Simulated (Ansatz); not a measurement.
Reactions of `CC(Cl)I`.

Gas-phase electronic energies from Ansatz, PBE0-D4/def2-TZVP geometries. CCSD(T)/CBS adds triple-zeta CCSD(T) − MP2 to the extrapolated MP2 energy (def2 sets, frozen cores). This one scheme is used for every species, atoms too. DFT in def2-TZVPP. No spin–orbit coupling; open shells (•) take unrestricted orbitals. Spin–orbit coupling would lower the free atoms: a little for C, Cl; strongly for I. Elements past krypton have def2 core potentials. Bonds to I, Sb are less sure, by a few kJ/mol each and by 10 to 20 or more in all where they break to atoms, as the def2 sets lack core-valence functions. One conformer a species, not always the lowest.

| reaction | PBE-D4 (kJ/mol) |
| --- | --- |
| `CC(Cl)I` + H₂O → `CC(O)Cl` + HI | 5 |
| `CC(Cl)I` + `CC(O)Cl` → `COC(C)Cl` + `ClCI` | 48 |
| `CC(Cl)I` → 2 C• + Cl• + 4 H• + I• | 2772 |
| `CC(Cl)I` + H₂ → `CCI` + HCl | -81 |
| `CC(Cl)I` + H₂ → `ClCI` + CH₄ | -53 |
| `CC(Cl)I` + H–F → `CC(F)I` + HCl | 6 |
| `CC(Cl)I` → `Cl[CH]I`• + `[CH3]`• | 380 |
| `CC(Cl)I` + H₂ → `CCCl` + HI | -66 |
| `CC(Cl)I` + `[SH][SbH2]` → `C[S][SbH2]` + `ClCI` | 26 |
| `CC(Cl)I` + CH₃OH → `COC(Cl)I` + CH₄ | 13 |

(1) Give the CCSD(T)/CBS values in the same order. (An estimate is asked.)

Largest T1 diagnostic: 0.015, for `Cl[CH]I`•.

Results:

(1) Computed: 19, 52, 2711, -88, -52, 17, 396, -67, 31, 26 kJ/mol.
